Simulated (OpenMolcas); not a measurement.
# 4s2 4p along the 31-electron sequence

```
Program             : OpenMolcas 26.06
Method              : SS-CASPT2, IPEA 0.25 Eh, imaginary shift 0.1 Eh
Basis               : ANO-RCC-VQZP
Scalar Hamiltonian  : DKH2, point nucleus
Spin-orbit coupling : state interaction with AMFI integrals over the reference wave functions, term energies averaged over their components
```

Active space for each ion: 1 electron in 3 orbitals (4p); closed shells correlated by CASPT2: 3d 4s.

Computed levels in cm-1 above 2P* 1/2:

```tsv
Level	Ga	Ge+	As2+	Se3+	Br4+	Kr5+
2P* 3/2	704	1576	2593	3910	5506	7398
weight of 2P* in the lowest level (%)	100	100	100	100	100	100
```

Measured, with the error of the calculation in %. Measured levels: Ga, Ge+ from NIST Handbook of Basic Atomic Spectroscopic Data; As2+, Se3+, Br4+ from Moore, Atomic Energy Levels, vol. II, NSRDS-NBS 35 (1971 reprint of NBS Circular 467, 1952); Kr5+ from Saloman, J. Phys. Chem. Ref. Data 36, 215 (2007).

```json
{"Level": "2P* 3/2", "Ga": "826 (-14.8)", "Ge+": "1767 (-10.8)", "As2+": "2940 (-11.8)", "Se3+": "4376 (-10.6)", "Br4+": "6090 (-9.6)", "Kr5+": "8110 (-8.8)"}
```

The fine-structure level 2P* 3/2 changes by a factor of 10.5 from Ga to Kr5+. Its fourth root runs 5.15, 6.30, 7.14, 7.91, 8.61, 9.27, with steps per unit of Z of 1.15, 0.84, 0.77, 0.71, 0.66; equal steps would mean a (Z - σ)^4 law with constant σ.

With one active electron, CASPT2 adds the correlation within the correlated inactive shells and between them and that electron, and leaves the splitting within a term as the reference gives it. Measured partners are found by configuration, term and J. A level has none where our copy of the source lacks it or the pairing is in doubt (some pairs that miss far off the trend of their configuration count as doubtful), and it then counts in no deviation. Levels of configurations outside the active space are missing.

* marks odd parity.
